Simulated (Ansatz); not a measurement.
The inner images of a band of CH₇BBrN (11 atoms, charge 0, multiplicity 1) are given out of order.

The calculation used RKS PBE0-D4/def2-SVP in Ansatz 0.2.0.

First end point:

```xyz
11
Properties=species:S:1:pos:R:3
B -0.706 -0.349 -1.087
Br 0.709 0.315 -2.376
H -0.607 -1.545 -0.892
H -1.808 0.035 -1.426
H -0.333 1.395 0.108
N -0.379 0.392 0.311
C 0.849 -0.038 0.996
H -1.192 0.259 0.917
H 1.689 0.103 0.303
H 1.015 0.538 1.917
H 0.763 -1.106 1.229
```

Last end point:

```xyz
11
Properties=species:S:1:pos:R:3
B -1.058 -0.834 -0.676
Br 0.979 2.377 -1.742
H -0.412 -1.757 -1.114
H -2.154 -0.550 -1.095
H 0.224 1.334 -1.099
N -0.508 -0.047 0.337
C 0.747 -0.257 1.028
H -1.077 0.695 0.735
H 1.283 -1.091 0.556
H 1.390 0.637 0.980
H 0.586 -0.507 2.090
```

Problem. Put them in order from the first end to the last, with their energies above the first end.
A.
```xyz
11
Properties=species:S:1:pos:R:3
B -0.684 -0.352 -1.094
Br 0.562 0.526 -2.433
H -0.410 -1.527 -0.944
H -1.844 -0.115 -1.364
H -0.241 1.396 0.049
N -0.362 0.410 0.297
C 0.821 -0.075 1.024
H -1.193 0.359 0.889
H 1.663 -0.106 0.321
H 1.066 0.577 1.874
H 0.622 -1.093 1.380
```
B.
```xyz
11
Properties=species:S:1:pos:R:3
B -0.738 -0.479 -1.031
Br 0.290 1.218 -2.310
H -0.107 -1.493 -1.206
H -1.924 -0.439 -1.257
H 0.011 1.092 -0.369
N -0.338 0.312 0.272
C 0.765 -0.140 1.122
H -1.133 0.674 0.799
H 1.588 -0.458 0.469
H 1.107 0.696 1.745
H 0.478 -0.982 1.768
```
C.
```xyz
11
Properties=species:S:1:pos:R:3
B -0.674 -0.379 -1.119
Br 0.200 0.937 -2.456
H -0.127 -1.461 -1.155
H -1.882 -0.384 -1.250
H -0.013 1.283 -0.140
N -0.307 0.388 0.268
C 0.778 -0.139 1.105
H -1.146 0.579 0.818
H 1.598 -0.458 0.451
H 1.140 0.638 1.793
H 0.432 -1.004 1.685
```
D.
```xyz
11
Properties=species:S:1:pos:R:3
B -0.852 -0.595 -0.839
Br 0.440 1.470 -2.236
H -0.160 -1.508 -1.199
H -1.974 -0.407 -1.224
H 0.056 1.041 -0.660
N -0.375 0.230 0.289
C 0.761 -0.168 1.115
H -1.094 0.743 0.795
H 1.575 -0.497 0.455
H 1.121 0.684 1.709
H 0.502 -0.993 1.794
```
E.
```xyz
11
Properties=species:S:1:pos:R:3
B -0.949 -0.687 -0.708
Br 0.676 1.810 -2.257
H -0.239 -1.536 -1.189
H -2.035 -0.414 -1.157
H 0.164 1.197 -1.048
N -0.480 0.036 0.397
C 0.742 -0.223 1.134
H -1.102 0.702 0.844
H 1.519 -0.592 0.450
H 1.119 0.691 1.617
H 0.585 -0.983 1.916
```
F.
```xyz
11
Properties=species:S:1:pos:R:3
B -0.667 -0.356 -1.106
Br 0.359 0.711 -2.500
H -0.234 -1.488 -1.022
H -1.864 -0.265 -1.289
H -0.124 1.382 -0.018
N -0.328 0.423 0.279
C 0.796 -0.111 1.061
H -1.174 0.469 0.850
H 1.638 -0.292 0.381
H 1.101 0.590 1.851
H 0.498 -1.065 1.513
```
G.
```xyz
11
Properties=species:S:1:pos:R:3
B -1.011 -0.766 -0.686
Br 0.911 2.128 -2.039
H -0.309 -1.613 -1.186
H -2.116 -0.509 -1.100
H 0.204 1.275 -1.123
N -0.517 -0.032 0.393
C 0.735 -0.237 1.089
H -1.128 0.645 0.840
H 1.407 -0.841 0.463
H 1.237 0.719 1.306
H 0.587 -0.769 2.043
```

Solution. A (+0.02 eV), F (+0.07 eV), C (+0.17 eV), B (+0.74 eV), D (+1.34 eV), E (+0.91 eV), G (+0.83 eV).

Run time: 100 s on 2 threads of AMD EPYC 9R45 96-Core Processor (Zen 5), on a shared host, peak memory 0.29 GiB.
